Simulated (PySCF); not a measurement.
## Correlation energy of Cr¹¹⁺ (chromium, charge +11)

[Ne] 3s2 3p1, 2P determinant. Computed with PySCF 2.14 in an even-tempered Gaussian basis (19 s from 0.49 bohr⁻², ratio 2.5; 12 p from 0.64 bohr⁻², ratio 2.5; 5 d from 3.8 bohr⁻², ratio 2.7; 4 f from 5.7 bohr⁻², ratio 2.7), with scalar relativity by spin-free X2C-1e. Frozen: 1s2; 11 electrons correlated; the 22 highest virtual orbitals of each spin left out.

| level | correlation energy (mhartree) |
| --- | --- |
| CCSD | -432.34 |
| (T) | -2.72 |
| CCSD(T) | -435.06 |

Diagnostics: T1 = 0.0028, D1 = 0.0118, largest double amplitude 0.088.

Cost of the coupled-cluster step: about 50 core-seconds, for 11 correlated electrons.
